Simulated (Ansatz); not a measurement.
Relaxation of ClH₅O₂Si (9 atoms, charge 0, multiplicity 1), to a largest force component of 0.03 eV/Å in at most 50 steps.

Method: RKS PBE0/6-31G* (Ansatz 0.2.0).

```xyz
9
Properties=species:S:1:pos:R:3:forces:R:3
Si -0.377 -0.249 -0.421 -0.28 -0.29 0.05
H -0.021 0.981 1.920 1.17 0.96 -0.16
O 1.200 -0.588 -0.137 -0.05 -0.02 0.03
H 1.420 -1.517 0.005 0.02 0.01 0.01
H -0.478 1.213 -0.510 -0.01 -0.01 -0.03
Cl -0.960 -1.047 -2.249 -0.02 0.03 0.02
O -1.392 -0.934 0.706 0.21 0.04 -0.42
H -2.118 -1.449 0.332 0.00 -0.01 -0.02
H -0.565 0.570 2.111 -1.04 -0.70 0.52
```

Q: Where does it end, and by what steps?

A: It converged. The force dipped under the threshold on the way, but the program's further checks kept it going. After 32 steps the energy has fallen by 0.178 eV; H2 moved furthest, 1.88 Å.

| step | energy less start (eV) | largest force component (eV/Å) | accepted |
| --- | --- | --- | --- |
| 0 | 0.0000 | 1.165 | yes |
| 2 | -0.1354 | 0.193 | yes |
| 4 | -0.1546 | 0.328 | yes |
| 6 | -0.1600 | 0.079 | yes |
| 8 | -0.1634 | 0.088 | yes |
| 10 | -0.1632 | 0.323 | no |
| 12 | -0.1661 | 0.143 | yes |
| 14 | -0.1682 | 0.066 | yes |
| 16 | -0.1698 | 0.103 | yes |
| 18 | -0.1719 | 0.186 | yes |
| 20 | -0.1740 | 0.050 | yes |
| 22 | -0.1751 | 0.155 | no |
| 24 | -0.1765 | 0.137 | yes |
| 26 | -0.1771 | 0.037 | yes |
| 28 | -0.1776 | 0.095 | yes |
| 30 | -0.1781 | 0.011 | yes |
| 32 | -0.1784 | 0.016 | yes |

```xyz
9
Properties=species:S:1:pos:R:3
Si -0.180 -0.406 -0.905
H -1.031 1.163 3.501
O 1.350 -0.983 -0.934
H 1.503 -1.834 -0.505
H -0.110 0.977 -1.405
Cl -1.438 -1.457 -2.171
O -0.794 -0.555 0.616
H -1.739 -0.730 0.689
H -0.851 0.807 2.872
```

Whether the end is a true minimum wasn't checked by a vibrational analysis.

Run time: 120 s on 1 thread of Arm Neoverse V1, with other jobs on the host, peak memory 0.15 GiB.
